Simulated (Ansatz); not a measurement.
The cluster Be₂Se⁺. Total charge 1; doublet. Geometry r2SCAN-D4/def2-TZVP; atoms count from 1.

Cartesian coordinates in Å:
```
Be 0.1663 -0.1543 -1.1708
Be 0.7882 -0.3712 0.8145
Se -0.9544 0.5255 0.3564
```

The structure comes from a short search, and lower isomers may exist.

Q: Estimate the Mulliken populations from the PBE0/def2-TZVP orbitals of Ansatz.

A: 
```json
{"atom": "Be1", "charge (e)": "0.36", "spin (α − β)": "0.44"}
{"atom": "Be2", "charge (e)": "0.36", "spin (α − β)": "0.44"}
{"atom": "Se3", "charge (e)": "0.28", "spin (α − β)": "0.13"}
```
Mulliken values and Mayer orders depend strongly on the basis.

Q: Where does the spin sit?

A: Summed by element: Be 0.87, Se 0.13, of 1 unpaired in all. Largest on single atoms: Be1 0.44, Be2 0.44, Se3 0.13.

Q: And the Mayer bond orders between bonded heavy atoms (over 0.3)?

A: Be1–Be2 0.80 (2.09 Å); Be1–Se3 1.36 (2.01 Å); Be2–Se3 1.36 (2.01 Å).
